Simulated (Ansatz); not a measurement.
Job for Ansatz (an electronic-structure program): R-B3LYP/def2-TZVPPD on ClH3Si (SMILES [SiH3]Cl) with ghost functions, monomers drawn apart or pushed together. Files ending in .json are basis or fitting sets from the Basis Set Exchange.

Ansatz 0.2 input:
```yaml
crystal:
  periodic: [false, false, false]
  atoms:
    - {symbol: Si, position_ang: [-0.42135809, -0.97205576, 4.21139627]}
    - {symbol: Cl, position_ang: [-0.14347248, 1.09260616, 4.19272392]}
    - {symbol: H, position_ang: [-0.65024109, -1.34360546, 5.62292958]}
    - {symbol: H, position_ang: [0.80570646, -1.61557410, 3.71264646]}
    - {symbol: H, position_ang: [-1.59882873, -1.29978259, 3.39326749]}
basis:
  gaussian:
    orbitals: def2-TZVPPD.json
    ghost_atoms:
      - {symbol: O, position_ang: [0.19409571, -0.24297724, -0.15294749]}
      - {symbol: H, position_ang: [1.11836467, -0.32533300, -0.41005480]}
      - {symbol: H, position_ang: [0.13561133, 0.59976545, 0.31296692]}
hamiltonian:
  xc: {name: B3LYP}
scf: {lower_state_search: off}
```

The head of its log:

```
WARN ansatz: RAYON_NUM_THREADS=1 ignored (pool sized by the plan → 1); use --threads N
Functional definition: B3LYP
these checks for a lower state are left out or cut short: stability, starts, cluster_reference, orbital_swaps, neighbouring_geometries, increment
integrals: 0.13 GiB planned
1112 factors; their error is unknown
mean field: 1.06 GiB planned
mean field evaluation 1: about -20451.5500 eV, gradient 1.3e1 eV
mean field evaluation 2: about -20451.8534 eV, gradient 9.2e0 eV
```

**Question.** What total energy does the run end on?

**Answer.** -751.5990 hartree.
